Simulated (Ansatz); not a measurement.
## Cost against result

Saddle point of BAsH6S, singlet (BH₃S ([BH2][SH]) + AsH₃ → BAsH₄ ([BH2][AsH2]) + H₂S; bonds formed: S2–H5; bonds broken: H5–As6), PBE0-D4/def2-TZVP structure:

| atom | x (Å) | y (Å) | z (Å) |
| --- | --- | --- | --- |
| B1 | -0.6297 | -0.1736 | -0.6724 |
| S2 | 0.4357 | 1.5584 | -0.9496 |
| H3 | -0.2504 | -0.9655 | -1.4795 |
| H4 | -1.7569 | 0.2226 | -0.6698 |
| H5 | 0.2420 | 0.5511 | 0.2258 |
| As6 | -0.3576 | -1.1114 | 1.2326 |
| H7 | 1.6228 | 0.9858 | -1.2090 |
| H8 | -0.4692 | 0.0715 | 2.1870 |
| H9 | 1.1631 | -1.1390 | 1.3347 |

Barriers are electronic and count from the start structure reached by relaxing down the imaginary mode.

Ansatz 0.2.0; basis: as named in each row; cores frozen in the correlated methods. Filled d shells of the heavier atoms are correlated. The def2 sets are not built for correlating such inner shells, so the correlated values are less sure here. B3LYP uses VWN-RPA correlation. Extrapolation: Hartree–Fock as exp(−7.88 √X), correlation as X^−2.97.

Times are rough, for one single point on 4 threads of a shared host (Arm Neoverse V1).

The estimate by CCSD(T) at an estimated basis limit (MP2 extrapolated from triple and quadruple zeta, plus CCSD(T) − MP2 in triple zeta) is 1.124 eV.

| method | basis | time (s) | barrier (eV) | method less estimate |
| --- | --- | --- | --- | --- |
| HF | STO-3G | under 1 | 2.311 | 1.187 |
| PBE-D4 | STO-3G | under 1 | 1.215 | 0.091 |
| SPW92 | def2-SVP | under 1 | 0.741 | -0.383 |
| PBE-D4 | def2-SVP | under 1 | 0.853 | -0.271 |
| B3LYP-D4 | 6-31G | under 1 | 1.316 | 0.192 |
| PBE0-D4 | def2-SVP | under 1 | 1.039 | -0.084 |
| SPW92 | def2-TZVPP | under 1 | 0.742 | -0.381 |
| PBE-D4 | def2-TZVPP | 2 | 0.843 | -0.281 |
| BLYP-D4 | def2-TZVPP | 2 | 0.942 | -0.182 |
| BHLYP-D4 | def2-TZVPP | 2 | 1.298 | 0.174 |
| B3LYP-D4 | def2-TZVPP | 2 | 1.074 | -0.050 |
| PBE0-D4 | def2-TZVPP | 2 | 1.013 | -0.111 |
| CAM-B3LYP-D4 | def2-TZVPP | 2 | 1.183 | 0.059 |
| CCSD(T) | def2-SVP | 3 | 1.203 | 0.079 |
| r2SCAN-D4 | def2-TZVPP | 4 | 0.948 | -0.176 |
| RPA on PBE | def2-TZVPP | 4 | 1.139 | 0.015 |
| wB97M-V | def2-SVP | 4 | 1.136 | 0.012 |
| r2SCAN0-D4 | def2-TZVPP | 4 | 1.067 | -0.057 |
| B2PLYP | def2-TZVPP | 4 | 1.124 | 0.000 |
| PBE-QIDH | def2-TZVPP | 4 | 1.153 | 0.029 |
| wB97X-V | def2-TZVPP | 6 | 1.223 | 0.100 |
| B97M-V | def2-TZVPP | 8 | 1.101 | -0.023 |
| wB97M-V | def2-TZVPP | 8 | 1.138 | 0.014 |
| MP2 | def2-QZVPP | 16 | 1.102 | -0.022 |
| CCSD(T) | def2-TZVPP | 63 | 1.179 | 0.055 |

All methods are single points on the PBE0-D4 structures.

T1 diagnostic: at most 0.012.

Labels in which every atom is bracketed show which atoms are joined, not bond orders.
